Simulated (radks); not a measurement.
The gallium ion Ga2+ inside a hard spherical wall (all orbitals vanish at R), configuration held at [Ar] 3d10 4s1 and not refilled when levels cross. Method: non-relativistic Kohn-Sham, PBE, spin-polarised, spherical densities, point nucleus; open shells are filled with parallel spins first; computed with a radial shooting solver on a logarithmic mesh with Libxc functionals. Eigenvalues in eV for spin up, with the zero of energy where the potential of the charges vanishes at infinity; a dash marks a level that is unbound or too diffuse for the functional's potential to be trusted. A positive occupied level is held by the wall or, in an anion where self-interaction has pushed it up, behind a barrier. The pressure on the wall is -dE/dV.

R (bohr)  E (hartree)  kinetic (hartree)    e(3s)    e(3p)    e(3d)    e(4s)  e(4p, empty)  e(5s, empty)  pressure (GPa)
free      -1923.60278           1922.347  -163.50  -117.94  -39.928  -26.247       -18.242             -               0
15        -1923.60278           1922.347  -163.50  -117.94  -39.928  -26.247       -18.242             -        < 0.0001
12        -1923.60278           1922.347  -163.50  -117.94  -39.928  -26.247       -18.242             -        < 0.0001
10        -1923.60278           1922.347  -163.50  -117.94  -39.928  -26.247       -18.242        -9.215        < 0.0001
7         -1923.60271           1922.348  -163.50  -117.94  -39.924  -26.243       -18.221        -7.992         0.00724
6         -1923.60215           1922.355  -163.47  -117.91  -39.901  -26.214       -18.121        -5.970          0.0895
3.5       -1923.49844           1922.957  -161.90  -116.35  -38.392  -22.944       -12.605        27.709            39.3
2.5       -1922.78019           1926.081  -156.09  -110.63  -32.543   -6.507         8.351        106.95             686
2         -1920.89748           1933.511  -146.13  -100.67  -21.563   27.044        46.411        222.86            4070
1.5       -1912.31961           1964.982  -116.33  -69.680   13.780   141.04        164.97        529.95           37500
